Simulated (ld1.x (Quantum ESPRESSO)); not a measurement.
# N: one change to a TM potential, before and after

ld1.x (Quantum ESPRESSO) 7.5 input, shortened:

```
&input
   title='N', zed=7., rel=1, dft='PZ', iswitch=3,
   config='[He] 2s1.75 2p3.25 3d-2'
 /
 &inputp
   pseudotype=2, tm=.true., lloc=1,
   nlcc=.true.
 /
3
2S  1  0   1.75   0.00  0.70  0.70  0.0
3D  3  2  -2.00   0.20  1.20  1.20  0.0
2P  2  1   3.25   0.00  1.40  1.40  0.0
 &test
   configts(1)='2s1.75 2p3.25'
 /
```

Change: core correction none.

Cutoffs: the cutoffs (Ry, on a coarse ladder) from which the occupation-weighted sum of valence levels, in a spherical-Bessel basis at the reference potential, stays within 10 and 1 mRy of its value at 400 Ry; they do not see the model core or the augmentation charge, which bear on the density cutoff. Errors are all-electron minus pseudo energies relative to the spin-unpolarised reference configuration.

Q: How do hardness, ghosts and transferability respond?

A: The potential gets neither clearly harder nor softer (120 Ry and 300 Ry → 120 Ry and 300 Ry); of the 9 tests that both files solve, the error grows in 6 and shrinks in 0 by more than 15 % and 0.3 meV (median size 10.2 → 12.2 meV); neither file shows a bound ghost. Exchange and correlation are not linear in the density, so unscreening with the valence charge alone errs where core and valence overlap; a model core restores that term. The default core radius of the base comes out at 0.41 bohr.

| quantity | base | changed |
| --- | --- | --- |
| cutoff, loose | 120 Ry | 120 Ry |
| cutoff, tight | 300 Ry | 300 Ry |
| bound ghosts | none | none |
| error for 2s2 2p3, meV [ΔE -2.80 eV] | +0.7 | +0.9 |
| error for 2s2 2p2, meV [ΔE 10.94 eV] | +7.9 | +12 |
| error for 2s2 2p1, meV [ΔE 39.90 eV] | +77 | +112 |
| error for 2s2 2p3.3, meV [ΔE -4.46 eV] | -0.2 | -0.1 |
| error for 2s2 2p2.5, meV [ΔE 2.37 eV] | +2.4 | +3.5 |
| error for 2s0 2p5, meV [ΔE 19.66 eV] | +36 | +46 |
| error for 2s1 2p3, meV [ΔE 22.39 eV] | -10 | -9.3 |
| error for 2s1.75 2p3.25 (spin-polarised), meV [ΔE -2.96 eV] | +71 | +280 |
| error for 2s2 2p3 (spin-polarised), meV [ΔE -5.69 eV] | +65 | +276 |
| s: phases at 1.55 bohr within 0.05 rad from the reference energy up to (Ry; the scan ends near 5) | to the end of the scan | to the end of the scan |
| p: phases at 1.55 bohr within 0.05 rad from the reference energy up to (Ry; the scan ends near 5) | 4.4 | 4.4 |
| d: phases at 1.55 bohr within 0.05 rad from the reference energy up to (Ry; the scan ends near 5) | to the end of the scan | to the end of the scan |
